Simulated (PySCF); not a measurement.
Spinor energies of Er⁵¹⁺ (erbium, charge +51)

Start: [Ne] 3s2 3p5; 3p1/2 filled at m_j = -1/2, +1/2; 3p3/2 filled at m_j = -1/2, +1/2, +3/2. Calculated with PySCF 2.14 in an uncontracted even-tempered set (18 s from 14 bohr⁻², ratio 2.4; 14 p from 18 bohr⁻², ratio 2.4; 4 d from 65 bohr⁻², ratio 2.6; 4 f from 98 bohr⁻², ratio 2.6): generalised Hartree-Fock with the X2C-1e Hamiltonian and a Gaussian nucleus; one run each with spin-orbit coupling (SO) switched off, then screened by Boettger's factors.

| spinor shell | electrons | ε, spin-free (eV) | ε, screened SO (eV) | weight of nominal j (screened SO) | rms radius, screened SO (bohr) |
| --- | --- | --- | --- | --- | --- |
| 1s1/2 | 2 | -61336.5 | -61321.3 | 1.000 | 0.0231 |
| 2s1/2 | 2 | -13264.6 | -13259.2 | 1.000 | 0.0923 |
| 2p1/2 | 2 | -12143.7 | -12806.7 | 1.000 | 0.0787 |
| 3s1/2 | 2 | -5171.2 | -5169.3 | 1.000 | 0.223 |
| 3p1/2 | 2 | -4826.1 | -4991.7 | 1.000 | 0.212 |
| 3p3/2 | 3 | -4826.1 | -4754.7 | 1.000 | 0.223 |

Question: Where does 2p3/2 lie, and what is the 2p spin-orbit splitting (screened SO)?

Answer: At -11863.2 eV, 943.44 eV above 2p1/2.

```csv
quantity,spin-free,screened SO
E (hartree),-10527.11631,-10540.31786
M_J,3/2,3/2
⟨J²⟩,3.750,3.750
⟨L²⟩,2.000,2.032
⟨S²⟩,0.750,0.781
```

Each row is a mean over spinors that exchange with the open shell spreads, by up to 25.403 eV (3s1/2).

Breit and QED terms are absent; they matter most for the inner s and p1/2 levels.

Densities and radii are taken from the X2C orbitals without a picture-change correction, which distorts them close to the nucleus.

Without spin-orbit coupling the j labels of p, d and f shells carry no meaning; the spin-free column gives the mean over the occupied spinors of each nl shell.
